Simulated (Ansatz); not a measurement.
```yaml
atoms:
  - { symbol: N, position_ang: [0.0000, 0.0000, 0.5765] }
  - { symbol: N, position_ang: [0.0000, 0.0000, -0.5765] }
```

Basis set: cc-pVDZ (spherical functions). Left uncorrelated: 2 orbitals. Charge 0, multiplicity 1.

Computed with Ansatz (development build ahead of 0.2.0); the reference of a correlated method needn't be the lowest determinant of its kind. Restricted open shells among the atoms or ions are ROHF, correlated in semicanonical orbitals with singles.

Q: Give the atomization energy at this shape (free ground-state atoms in the same class of orbitals less the molecule, no zero-point energy) of singlet N2 by RHF-CCSD(T), RHF-CCSD.

A:

```csv
method,atomization energy
RHF-CCSD(T),8.62 eV
RHF-CCSD,8.28 eV
```
